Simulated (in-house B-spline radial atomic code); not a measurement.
Results of a calculation; reference values are marked as such.
P in an electron gas of r_s = 3.3: phase shifts, screening and friction

A nucleus sits in a uniform electron gas with a rigid positive background. The Kohn-Sham equations are solved self-consistently in the spin-unpolarised LDA (PW92), non-relativistic, on B-splines with outgoing waves at the boundary and partial waves to l = 8. The model has no lattice, no bands and no magnetic solution. Atomic units; δ_l are the phase shifts at the Fermi level, counted so that each bound state adds π, and good to about 0.0005.

The density parameter is r_s = 3.3 bohr.

```csv
l,δ_l (rad)
0,7.9161
1,5.0929
2,0.0626
3,0.0078
4,0.0005
5,0.0002
6,0.0002
7,0.0002
8,0.0002
```

Bound levels below the band bottom (hartree): s -75.66, s -5.943, p -4.188, s -0.1993.

(1) Check the Friedel sum rule, and say where the screening charge sits.

(2) Find the transport cross section and the electronic stopping of a 10 keV P ion (mass 30.97 u).

## Answers

(1) k_F = (9π/4)^(1/3)/r_s = 0.58156. The rule is Z = (2/π) Σ (2l + 1) δ_l. The terms are s 5.040, p 9.727, d 0.199, f 0.035 and 0.010 beyond, in all 15.010 against Z = 15. Bound states hold 6 s, 6 p, 0 d electrons, so the scattering states carry 3.01 in all; where a term is smaller than its bound count, the bound level has drawn weight out of the band.

(2) σ_tr = (4π/k_F²) Σ (l + 1) sin²(δ_l − δ_(l+1)). The terms for l = 0 to 3 are 0.0980, 1.8046, 0.0090, 0.0002, all together 1.9118, so σ_tr = 37.155 × 1.9118 = 71.032 bohr². With n = 3/(4π r_s³) = 0.006643, the friction coefficient is Q = n k_F σ_tr = 0.2744. For v well below v_F = 0.582, dE/dx = Q v; with 24801 eV per u at v = 1, v = √(10000/(24801 × 30.97)) = 0.1141, so dE/dx = 0.03131 hartree/bohr = 16.1 eV/nm. The largest term couples the p and d waves.
